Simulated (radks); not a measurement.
All-electron atom: neutral silver in [Kr] 4d10 5s1.

All-electron calculation, Dirac Kohn-Sham, LB94 model potential, spin-unpolarised, spherical densities, finite nucleus; Fermi nuclear charge, rms radius 4.5454 fm. Program: a radial shooting solver on a logarithmic mesh with Libxc functionals.

Energy parts (hartree):
part                    energy
kinetic             5584.08313
electron-nucleus  -12922.34754
Hartree             2171.02120
(The LB94 potential has no energy functional, so no total or exchange-correlation energy is given.)

Orbitals (lengths in bohr, moments of r in powers of bohr; r(max) is where P^2 peaks):
[
 {"orbital": "1s1/2", "occ.": "2", "eigenvalue (hartree)": "-935.2530", "<r^2>": "0.001304", "r(max)": "0.02015"},
 {"orbital": "2s1/2", "occ.": "2", "eigenvalue (hartree)": "-138.3106", "<r^2>": "0.02129", "r(max)": "0.1140"},
 {"orbital": "2p1/2", "occ.": "2", "eigenvalue (hartree)": "-128.7426", "<r^2>": "0.01589", "r(max)": "0.08800"},
 {"orbital": "2p3/2", "occ.": "4", "eigenvalue (hartree)": "-122.2223", "<r^2>": "0.01721", "r(max)": "0.09230"},
 {"orbital": "3s1/2", "occ.": "2", "eigenvalue (hartree)": "-25.71804", "<r^2>": "0.1550", "r(max)": "0.3332"},
 {"orbital": "3p1/2", "occ.": "2", "eigenvalue (hartree)": "-21.87065", "<r^2>": "0.1502", "r(max)": "0.3195"},
 {"orbital": "3p3/2", "occ.": "4", "eigenvalue (hartree)": "-20.72816", "<r^2>": "0.1591", "r(max)": "0.3295"},
 {"orbital": "3d3/2", "occ.": "4", "eigenvalue (hartree)": "-13.88617", "<r^2>": "0.1397", "r(max)": "0.2716"},
 {"orbital": "3d5/2", "occ.": "6", "eigenvalue (hartree)": "-13.65364", "<r^2>": "0.1424", "r(max)": "0.2745"},
 {"orbital": "4s1/2", "occ.": "2", "eigenvalue (hartree)": "-3.69071", "<r^2>": "0.9415", "r(max)": "0.8189"},
 {"orbital": "4p1/2", "occ.": "2", "eigenvalue (hartree)": "-2.48522", "<r^2>": "1.100", "r(max)": "0.8566"},
 {"orbital": "4p3/2", "occ.": "4", "eigenvalue (hartree)": "-2.29400", "<r^2>": "1.177", "r(max)": "0.8832"},
 {"orbital": "4d3/2", "occ.": "4", "eigenvalue (hartree)": "-0.49646", "<r^2>": "2.351", "r(max)": "1.035"},
 {"orbital": "4d5/2", "occ.": "6", "eigenvalue (hartree)": "-0.47533", "<r^2>": "2.437", "r(max)": "1.048"},
 {"orbital": "5s1/2", "occ.": "1", "eigenvalue (hartree)": "-0.33913", "<r^2>": "9.499", "r(max)": "2.372"}
]

The highest occupied level is 5s1/2 at -9.228 eV. The density falls to 0.001 e/bohr^3 at r = 4.11 bohr. Summed over all electrons, <r^2> = 45.12 bohr^2, which gives a Langevin (diamagnetic) susceptibility term of -35.7 x 10^-6 cm^3/mol. The electron density at the nucleus is 1.457e+05 e/bohr^3. For comparison, the ionisation energy in NIST's Atomic Spectra Database is 7.576 eV (measured). In exact Kohn-Sham theory the highest level is minus the ionisation energy, but local and semilocal functionals leave it too shallow, through self-interaction and a potential that decays too fast; potentials with the right tail come closer.

Beside tabulated values, note that spin-unpolarised runs miss the spin-polarisation part of the exchange energy of open shells.
